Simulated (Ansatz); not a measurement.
Relaxation of AlH8N3O (13 atoms, charge 0, multiplicity 1), to a largest force component of 0.03 eV/Å in at most 50 steps.

Computed with RKS BHLYP/def2-SVP in Ansatz 0.2.0.

```xyz
13
Properties=species:S:1:pos:R:3
Al -0.054 -0.187 -0.107
O -0.090 -0.225 1.643
H -0.748 -0.703 2.137
N 1.532 -0.286 -0.871
H 1.728 -0.145 -1.847
H 2.390 -0.330 -0.349
N -1.551 -0.343 -1.036
H -2.474 -0.162 -0.682
H -1.596 -0.524 -2.025
N 0.059 2.699 1.036
H 0.937 3.195 1.104
H -0.682 3.358 1.231
H 0.047 1.978 1.776
```

Where does it end, and by what steps?

The forces met the threshold. The force dipped under the threshold on the way, but the program's further checks kept it going. After 12 steps the energy has fallen by 0.853 eV; H12 moved furthest, 1.00 Å. Joined: Al1–N10 (3.11 → 2.04 Å).

| step | energy less start (eV) | largest force component (eV/Å) | accepted |
| --- | --- | --- | --- |
| 0 | 0.0000 | 0.946 | yes |
| 1 | -0.1685 | 0.671 | yes |
| 2 | -0.3680 | 0.543 | yes |
| 3 | -0.5783 | 0.670 | yes |
| 4 | -0.6576 | 1.323 | yes |
| 5 | -0.7736 | 0.653 | yes |
| 6 | -0.6816 | 0.752 | no |
| 7 | -0.8270 | 0.258 | yes |
| 8 | -0.8441 | 0.126 | yes |
| 9 | -0.8484 | 0.521 | yes |
| 10 | -0.8522 | 0.083 | yes |
| 11 | -0.8530 | 0.017 | yes |
| 12 | -0.8535 | 0.021 | yes |

```xyz
13
Properties=species:S:1:pos:R:3
Al -0.071 0.252 0.202
O -0.189 -0.329 1.833
H -0.287 -1.255 2.026
N 1.516 0.065 -0.633
H 1.626 -0.010 -1.631
H 2.318 -0.352 -0.188
N -1.506 0.222 -0.887
H -2.459 0.199 -0.560
H -1.478 -0.176 -1.812
N -0.013 2.187 0.835
H 0.868 2.581 0.527
H -0.772 2.737 0.452
H -0.054 2.206 1.847
```

Whether the end is a true minimum wasn't checked by a vibrational analysis.

The run took 24 s on 4 threads of Arm Neoverse V1, with other jobs on the host, peak memory 0.26 GiB.
